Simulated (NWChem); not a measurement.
Plane-wave run on C (space group Fd-3m)

```yaml
crystal:
  lattice:
    - [0.00000, 1.78500, 1.78500]
    - [1.78500, 0.00000, 1.78500]
    - [1.78500, 1.78500, 0.00000]
  atoms:
    - { symbol: C, position: [0.00000, 0.00000, 0.00000] }
    - { symbol: C, position: [0.25000, 0.25000, 0.25000] }
```

All runs are NWChem calculations. Origin of the cell: lattice from a package's table, not relaxed.

Norm-conserving pseudopotentials with valence charges C 4, fixed occupations, no spin-orbit coupling, density cut at twice the wavefunction cutoff.

Level: revPBE, Troullier-Martins, cutoff 35 Ha, density from a 6×6×6 mesh. Bands run along Γ–X–U|K–Γ–L–W–X with k in units of the cell's reciprocal vectors.

What gap does the band structure show, and how wide is the group of occupied bands?

It shows an indirect gap along this path of 4.25 eV from Γ to (0.36, 0.00, 0.36) (smallest direct gap on this path 5.63 eV). The 4 occupied bands reach 21.4 eV below the valence-band top.
